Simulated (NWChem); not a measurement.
ZrCl3 cation; SMILES [Cl][Zr+]([Cl])[Cl]

The spin multiplicity was typed, not searched, and may not be the lowest. def2 effective core potentials on Zr; no spin-orbit coupling.

Task: Give the equilibrium geometry at PBE0/def2-SVP with def2 effective core potentials on Zr (NWChem) as a list of bonds and angles, with the point group.

Result: point group C3v; any orientation.
Bond lengths (Å): Zr1–Cl2 2.260, Zr1–Cl3 2.260, Zr1–Cl4 2.260. Bond angles (°): Cl2–Zr1–Cl3 109.1, Cl2–Zr1–Cl4 109.1, Cl3–Zr1–Cl4 109.1.
